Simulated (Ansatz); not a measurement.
Al12 (relaxed from a model of Al12 flat piece, whose bonding it doesn't keep). The state is a triplet with charge 0. Geometry PBE-D4/def2-SVP; atoms count from 1.

| atom | x (Å) | y (Å) | z (Å) |
| --- | --- | --- | --- |
| Al1 | 0.699 | -2.309 | -2.369 |
| Al2 | 1.724 | -0.419 | -0.530 |
| Al3 | -0.602 | -1.995 | -0.207 |
| Al4 | -2.048 | -1.893 | 1.881 |
| Al5 | 1.663 | -0.166 | -3.294 |
| Al6 | -0.594 | 0.291 | -1.727 |
| Al7 | 0.547 | -0.429 | 1.716 |
| Al8 | -1.658 | 0.164 | 3.297 |
| Al9 | 1.540 | 2.083 | -2.146 |
| Al10 | 0.650 | 1.977 | 0.233 |
| Al11 | -1.680 | 0.557 | 0.539 |
| Al12 | -0.241 | 2.138 | 2.608 |

**Question.** Estimate the Mulliken populations from the PBE0/def2-SVP orbitals of Ansatz.

**Answer.** 
```json
{"atom": "Al1", "charge (e)": "0.19", "spin (α − β)": "0.46"}
{"atom": "Al2", "charge (e)": "-0.24", "spin (α − β)": "0.07"}
{"atom": "Al3", "charge (e)": "-0.01", "spin (α − β)": "-0.05"}
{"atom": "Al4", "charge (e)": "0.19", "spin (α − β)": "0.45"}
{"atom": "Al5", "charge (e)": "0.10", "spin (α − β)": "-0.01"}
{"atom": "Al6", "charge (e)": "-0.23", "spin (α − β)": "0.07"}
{"atom": "Al7", "charge (e)": "-0.24", "spin (α − β)": "0.07"}
{"atom": "Al8", "charge (e)": "0.10", "spin (α − β)": "-0.01"}
{"atom": "Al9", "charge (e)": "0.19", "spin (α − β)": "0.45"}
{"atom": "Al10", "charge (e)": "-0.01", "spin (α − β)": "-0.04"}
{"atom": "Al11", "charge (e)": "-0.23", "spin (α − β)": "0.07"}
{"atom": "Al12", "charge (e)": "0.19", "spin (α − β)": "0.46"}
```
Mulliken values depend strongly on the basis.

**Question.** Where does the spin sit?

**Answer.** Summed by element: Al 2.00, of 2 unpaired in all. Largest on single atoms: Al1 0.46, Al12 0.46, Al9 0.45.

**Question.** And the Mayer bond orders between heavy atoms (over 0.3)?

**Answer.** Al1–Al3 0.72 (2.54 Å); Al1–Al5 0.76 (2.53 Å); Al2–Al5 0.37 (2.78 Å); Al2–Al7 0.66 (2.54 Å); Al2–Al10 0.33 (2.73 Å); Al3–Al4 0.72 (2.54 Å); Al3–Al6 0.32 (2.75 Å); Al3–Al7 0.33 (2.73 Å); Al4–Al8 0.76 (2.53 Å); Al5–Al6 0.36 (2.79 Å); Al5–Al9 0.76 (2.53 Å); Al6–Al11 0.68 (2.53 Å); Al7–Al8 0.37 (2.78 Å); Al8–Al11 0.36 (2.79 Å); Al8–Al12 0.76 (2.53 Å); Al9–Al10 0.72 (2.54 Å); Al10–Al11 0.31 (2.75 Å); Al10–Al12 0.72 (2.54 Å).
